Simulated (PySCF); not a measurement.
Ge(H)2(vinyl)(OH) (C2H6GeO), SMILES C=[CH][GeH2][OH]. Atoms are numbered in the order given.

```xyz
10

Ge     0.3127    -0.2515    -0.3882
O      1.7375    -0.2259     0.7268
C     -1.1168     0.9303     0.2204
C     -2.2503     0.4492     0.7652
H     -0.1740    -1.7178    -0.3130
H      0.7760     0.1480    -1.8228
H      2.1716     0.6468     0.7145
H     -0.9941     2.0239     0.1127
H     -2.4183    -0.6348     0.8935
H     -3.0656     1.1102     1.1089
```
Charge 0, spin multiplicity 1.

Geometry: PBE-D3(BJ)/def2-SVP. Other conformers were not sampled.

Method: PBE-D3(BJ)/def2-SVP in PySCF.

Frequencies are harmonic and unscaled.

| mode | ν (cm⁻¹) | IR (km/mol) | moving atoms (share of kinetic energy) |
|---|---|---|---|
| 1 | 66 | 2.9 | H 36 %, C 35 %, O 22 % |
| 2 | 152 | 68.6 | H 83 %, C 9 % |
| 3 | 188 | 40.9 | O 43 %, H 34 %, Ge 12 %, C 11 % |
| 4 | 248 | 2.7 | C 52 %, H 40 % |
| 5 | 464 | 19.6 | H 68 %, C 24 % |
| 6 | 518 | 50.4 | H 59 %, C 29 %, Ge 9 % |
| 7 | 587 | 26.1 | C 48 %, H 38 %, Ge 13 % |
| 8 | 665 | 94.5 | O 77 %, Ge 20 % |
| 9 | 682 | 22.9 | H 91 % |
| 10 | 785 | 111.1 | H 93 % |
| 11 | 820 | 53.0 | H 98 % |
| 12 | 908 | 85.1 | H 91 % |
| 13 | 943 | 28.1 | H 72 %, C 28 % |
| 14 | 970 | 6.6 | H 84 %, C 16 % |
| 15 | 997 | 10.7 | H 93 % |
| 16 | 1223 | 1.4 | H 73 %, C 27 % |
| 17 | 1367 | 10.6 | H 85 %, C 15 % |
| 18 | 1618 | 4.3 | C 86 %, H 14 % |
| 19 | 2041 | 154.0 | H 99 % |
| 20 | 2109 | 95.5 | H 99 % |
| 21 | 3044 | 13.5 | H 95 % |
| 22 | 3073 | 5.0 | H 92 %, C 8 % |
| 23 | 3136 | 8.6 | H 89 %, C 11 % |
| 24 | 3734 | 51.3 | H 94 % |
